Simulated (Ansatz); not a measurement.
A made-up structure of BSiH4OF, singlet:

B1  (0.500, -0.269, -0.179)
Si2  (-0.891, 1.184, -0.181)
O3  (-0.020, -1.348, 0.940)
F4  (0.555, -0.871, -1.486)
H5  (-2.196, 0.908, -0.669)
H6  (-0.634, 2.490, 0.311)
H7  (1.588, 0.029, 0.046)
H8  (0.605, -1.978, 1.302)
(Å)

It is relaxed with PBE-D4/def2-SVP and then PBE0-D4/def2-TZVP (Ansatz 0.2.0). Atoms count as bonded within 1.22 times the sum of their covalent radii (H–H: 0.88 Å). The end point is not checked to be a true minimum.

(1) Does its bonding change? (Judge from chemistry; the calculation decides.)

Results:

(1) Computed: Yes. Formed: Si2–O3; broken: none.

Where it ends: The first stage lowers the energy by 2.24 eV in 15 steps. It ends as BSiH₄OF ([F][BH]1[OH][SiH2]1):
```xyz
8
angstrom
B 0.7729 -0.3638 -0.5844
Si -0.7403 0.8557 -0.1416
O -0.3097 -0.7505 0.5679
F 0.7262 -1.2524 -1.5934
H -2.1739 0.7309 -0.5132
H -0.6369 1.8411 0.9701
H 1.8315 -0.0972 -0.0831
H 0.0387 -0.8194 1.4616
```

Labels in which every atom is bracketed show which atoms are joined, not bond orders.

For scale, one of the runs: PBE0-D4/def2-TZVP relaxation, 154 basis functions, launched by `ansatz run in.yaml --threads 2 --pin off --events-out ev --progress --plain --max-ram 4352MiB`. Hardware: 2 CPU threads of an Arm Neoverse V1, shared host. Wall time about 34 s.
